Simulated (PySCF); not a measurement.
B (boron, neutral) across methods

[He] 2s1 2p1 3d1, one real determinant (an excited configuration). Computed with PySCF 2.14 in aug-cc-pCVTZ-DK with one added diffuse shell each of s, p, d, f type (8s7p5d3f, 75 functions), with scalar relativity by spin-free X2C-1e.

```
   method  E (hartree)  mean ε 2s α (eV)  mean ε 2p α (eV)  mean ε 3d α (eV)  Σ⟨r²⟩ (bohr²)   ⟨S²⟩
      PBE     -24.2271           -16.826           -11.077            -0.979          85.31  3.750
   M06-2X     -24.2479           -19.929           -13.600            -1.200          87.50  3.750
BHandHLYP     -24.2582           -19.908           -14.021            -1.197          88.52  3.750
     PBE0     -24.2333           -18.513           -12.647            -1.162          86.76  3.750
      UHF    -24.18344           -23.154           -17.035            -1.513          89.75  3.750
   r2SCAN     -24.2554           -17.335           -11.544            -0.864          87.33  3.750
      LDA     -23.9643           -16.681           -10.858            -0.877          83.73  3.750
     BP86     -24.2641           -16.883           -11.102            -1.066          85.40  3.750
   revPBE     -24.2707           -16.869           -11.114            -1.023          86.54  3.750
```

⟨L²⟩ = 8.00 against 12 for a pure F term, so this real determinant mixes terms. The outer electron is Rydberg-like, and this basis confines it to a smaller radius and binds it less than a complete one would.
